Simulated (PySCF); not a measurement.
How methods differ on the ionisation energy of Er+

Er+ [Xe] 4f12 6s1 (high-spin determinant) → Er(2+) [Xe] 4f12 (high-spin determinant), as a difference of total energies. Calculation: PySCF 2.14, in ANO-RCC-VTZP; the spin-free X2C one-electron Hamiltonian (Gaussian nucleus). Correlated levels: valence: [Kr] 4d10 frozen; valence and next inner shell: [Ar] 3d10 frozen. The calculations carry no spin-orbit coupling.

| method | ionisation energy (eV) |
| --- | --- |
| UHF | 11.038 |
| LDA | 12.356 |
| PBE | 12.147 |
| PBE0 | 11.917 |
| r2SCAN | 11.864 |
| MP2 (valence) | 11.913 |
| SCS-MP2 (valence) | 11.738 |
| MP2 (valence and next inner shell) | 11.955 |
| SCS-MP2 (valence and next inner shell) | 11.776 |

Question: How much does correlation contribute at MP2 (valence and next inner shell)?

Answer: 11.955 − (11.038) = 0.917 eV, measured against UHF.

Errors of the correlated levels include the incompleteness of this basis and the frozen core.

The determinant of Er(2+) and of Er+ mixes LS terms, which raises its energy above the lowest term, most at the Hartree-Fock and MP2 levels.

For comparison: 11.916 ± 0.02 eV (semi-empirical (NIST evaluation); NIST Atomic Spectra Database, ionization energies).
